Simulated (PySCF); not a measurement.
The numbers are results of CAM-B3LYP-D3(BJ)/def2-TZVP in PySCF, not measurements. All species are isolated molecules in the gas phase. One relaxed conformer stands for a flexible species; it need not be the lowest. Excitations are Tamm–Dancoff values on a coarser integration grid. The basis has no diffuse functions, so Rydberg states are missing or too high.

Reference species (SMILES): `[NH2][Ga]([Br])[Br]` (neutral, multiplicity 1).

The HOMO comes out as -9.40 eV. The S1–T1 gap (TDA) is 0.45 eV. The S1 excitation (TDA) is 5.64 eV and the T1 excitation (TDA) is 5.19 eV.

After one change: the HOMO rises by 0.73 eV; the S1–T1 gap (TDA) rises by 0.04 eV; the S1 excitation (TDA) rises by 0.06 eV; the T1 excitation (TDA) stays essentially unchanged.

Problem. Which change was made? The new species is one of these.
A. `[Br][Ga]([Br])[Br]`
B. `[NH2][Ga]([NH2])[NH2]`
C. `[NH2][Ga]([NH2])[Br]`

Solution. C, `[NH2][Ga]([NH2])[Br]`
